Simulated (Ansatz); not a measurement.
Reaction (redistribution): `F[SiH](F)Br` + `[NH2][Sn]([NH2])([NH2])[Cl]` → `F[Si](F)(Cl)Br` + `[NH2][SnH]([NH2])[NH2]`

Gas-phase electronic energies from Ansatz, PBE0-D4/def2-TZVP geometries. CCSD(T)/CBS is the MP2 limit (def2-TZVPP, def2-QZVPP) plus CCSD(T) − MP2 in def2-TZVPP, frozen cores. DFT in def2-TZVPP. Elements past krypton have def2 core potentials. For Br, Sn outer-core shells are correlated without core-valence functions, which leaves a few kJ/mol of doubt a bond. Scalar relativity is left out up to krypton. Each species was taken in one conformer, which may not be the lowest.

```tsv
level	ΔE (kcal/mol)
ωB97X-V	4.9
HF/def2-QZVPP	7.3
```

Question: What does CCSD(T)/CBS give? (Best estimate.)

Answer: Computed: +5.3 kcal/mol. The listed levels differ from it by -0.4, 2.0 kcal/mol.

Largest T1 diagnostic among the species: 0.012.

From BLYP to BHLYP (50 % exact exchange), in def2-TZVPP and without D4, ΔE moves by −0.9 kcal/mol. At CCSD(T), def2-SVP lies +1.5 kcal/mol from the extrapolated value and def2-TZVPP −0.8 kcal/mol. In def2-TZVPP, CCSD(T) changes the Hartree–Fock value by −2.7 kcal/mol (the triples alone add −0.0 kcal/mol) and MP2 by −2.6 kcal/mol.
